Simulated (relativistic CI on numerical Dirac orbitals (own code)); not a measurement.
Magnetism of Tm³⁺, 4f12, in a crystal field

Calculated by Dirac-Coulomb-Breit CI, KLI orbitals optimised for each configuration, model QED, valence Slater integrals scaled by 0.7, one configuration in a parametric crystal field (own radial code).

Field parameters in Wybourne normalisation; cubic f-shell fields have B⁴₄ = √(5/14) B⁴₀ and B⁶₄ = −√(7/2) B⁶₀. The field is a parameter set, without covalency.

S is read from ⟨S²⟩ = S(S + 1).

Powder χT (cm³ K mol⁻¹) by Van Vleck's formula, with temperature-independent terms:

```csv
Field,2 K,5 K,10 K,20 K,50 K,100 K,200 K,300 K
"D3d, B20 = 2030, B40 = -240, B43 = 640, B60 = 220, B63 = -220, B66 = 340 cm⁻¹",0.963,2.39,4.2,5.52,6.35,6.67,6.87,6.96
"D4h, B20 = 1240, B40 = -470, B44 = 40, B60 = 750, B64 = 980 cm⁻¹",0.207,0.518,1.04,2.06,4.39,5.87,6.63,6.86
"D4h, B20 = -500, B40 = -770, B44 = -1320, B60 = 400, B64 = 740 cm⁻¹",0.479,1.2,2.34,3.87,5.3,6.03,6.62,6.86
"Oh, B40 = 1390, B60 = 290 cm⁻¹",0.281,0.703,1.41,2.78,5.3,6.36,6.81,6.95
"Oh, B40 = 2220, B60 = 810 cm⁻¹",0.135,0.336,0.673,1.35,3.29,5.31,6.36,6.64
"Oh, B40 = -1000, B60 = -150 cm⁻¹",0.884,2.2,3.95,5.37,6.17,6.6,6.94,7.04
```

Task: For Oh, B40 = -1000, B60 = -150 cm⁻¹: what effective moment follows at 300 K?

Result: μ_eff = √(8χT) = 7.50 μB. The LS value g√(J(J + 1)) of the free ion's 3H_6 level is 7.56 μB.
